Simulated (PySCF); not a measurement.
**Structure elucidation problem**

The spectra below were simulated for a compound C5H9N3Si.

¹H NMR (400 MHz, computed): δ 7.23 (s, 1H), 5.36 (s, 3H), 1.92 (m, 1H), 1.29 (m, 2H), 0.80 (m, 2H).

¹³C{¹H} NMR (computed): δ 155.1 (C), 129.6 (CH), 15.7 (CH2, 2C), 10.1 (CH).

One computed conformer, non-relativistic Hamiltonian, averaged over atoms made equivalent by symmetry, fast rotation or ring inversion, no solvent. Structure optimised with GFN2-xTB; σ from GIAO-PBE0/pcSseg-1; PySCF.

Scale: ¹H (σ = 31.72 ppm), ¹³C (σ = 186.93 ppm) against TMS (reference shieldings calculated alike).

Which candidate is it?
A. [SiH3]n1nncc1C1CC1
B. C=Cn1nnc(C)c1[SiH3]
C. Cc1nnc(C)c([SiH3])n1

Answers

A. 

1. The formula gives 4 degrees of unsaturation (2 rings in the answer).
2. 4 carbon signals for 5 carbons: some carbons are equivalent by symmetry or fast rotation.
3. Carbon types of the structure: 1 × C, 2 × CH, 2 × CH2, leaving 3 H on heteroatoms.
4. δC 155.1: substituted aromatic carbon next to a ring nitrogen.
5. δC 129.6: aromatic CH next to a ring nitrogen.
6. δC 15.7, 10.1: three-membered-ring carbon; carbons of three-membered rings are unusually shielded.
7. δH 7.23: hydrogen on an aromatic CH next to a ring nitrogen; the ring current deshields protons in the ring plane.
8. δH 5.36: hydrogen on a silicon bonded to N.

The others: Cc1nnc(C)c([SiH3])n1 would give 5 carbon signals, not 4; C=Cn1nnc(C)c1[SiH3] would give 5 carbon signals, not 4.

Shifts are as computed. Against solution values, carbons near 30 ppm lie about +3 ppm off and those near 130 ppm about +5 ppm. Of 1211 compounds with measured shifts, 218 miss one by over three times the rms of a fit or turn the order of signals round; such compounds aren't used in these exercises. No couplings were computed; multiplicities are counted from neighbouring protons, with m where these are inequivalent, close in shift, in a saturated or five-membered ring or joined by F or P, and br s for small geminal =CH2 splittings.
